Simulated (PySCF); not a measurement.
1-bromo-1,1-dichloroethane (C2H3BrCl2), SMILES CC(Cl)(Cl)Br.

Geometry optimised at B3LYP-D3(BJ)/def2-SVP.

Level of theory: PySCF with CAM-B3LYP/def2-TZVP.

Isolated molecule, no solvent.

| Property | Value |
|---|---|
| total energy | -3572.72793 hartree |
| point group | Cs |
| highest occupied level | -9.67 eV |
| lowest empty level | -0.27 eV |
| orbital gap | 9.39 eV |
| dipole moment | 1.80 D |
| quadrupole, principal values (traceless, Buckingham form, about the centre of nuclear charge) | -1.91, -1.75, 3.65 D·Å |
| mean static polarisability | 68.3 bohr³ (10.12 Å³) |
| polarisability, principal values | 59.4, 68.8, 76.7 bohr³ |
